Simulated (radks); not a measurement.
Values are calculated unless marked as measured or tabulated.
Radial electron density D(r) = 4 pi r^2 rho(r) of an atom or ion with 5 electrons. Level of theory: non-relativistic Kohn-Sham, r2SCAN, spin-polarised, spherical densities, point nucleus; meta-GGA in the generalised Kohn-Sham scheme (a radial shooting solver on a logarithmic mesh with Libxc functionals).

```
   r/bohr * D(r) (the largest magnitude, 11, reaches the edge; | marks zero)
 0.005521 |*
 0.006127 |*
 0.006744 | *
 0.007423 | *
 0.008237 | *
 0.009067 |  *
 0.009981 |  *
  0.01107 |   *
  0.01219 |    *
  0.01342 |     *
  0.01489 |      *
  0.01639 |       *
  0.01819 |        *
  0.02002 |          *
  0.02204 |            *
  0.02445 |              *
  0.02691 |                *
  0.02963 |                   *
  0.03287 |                      *
  0.03618 |                         *
  0.03983 |                            *
   0.0442 |                                *
  0.04865 |                                   *
  0.05355 |                                       *
  0.05942 |                                          *
  0.06541 |                                              *
    0.072 |                                                 *
  0.07989 |                                                   *
  0.08794 |                                                     *
   0.0968 |                                                      *
   0.1074 |                                                      *
   0.1182 |                                                     *
   0.1312 |                                                  *
   0.1444 |                                               *
    0.159 |                                           *
   0.1764 |                                      *
   0.1942 |                                 *
   0.2137 |                            *
   0.2371 |                       *
    0.261 |                   *
   0.2873 |                 *
   0.3188 |               *
   0.3509 |               *
   0.3863 |                *
   0.4286 |                  *
   0.4718 |                   *
   0.5194 |                    *
   0.5763 |                     *
   0.6344 |                     *
   0.6983 |                   *
   0.7748 |                 *
   0.8529 |              *
   0.9464 |           *
    1.042 |       *
    1.147 |     *
    1.272 |  *
    1.401 | *
    1.542 |*
    1.711 *
    1.883 *
    2.073 *
      2.3 *
    2.532 *
```

What is the nuclear charge?

Answer. Z = 10. The innermost maximum, from 1s, lies near 1/Z = 0.1 bohr (found: 0.102), and its height grows with Z. The density is that of the neon ion Ne5+ in [He] 2s2 2p1; the configuration itself is not fixed sharply by these data. D(r) has 2 maxima, at r = 0.102, 0.586 bohr, and minima at 0.340 bohr, inside which lie 2.15 electrons.
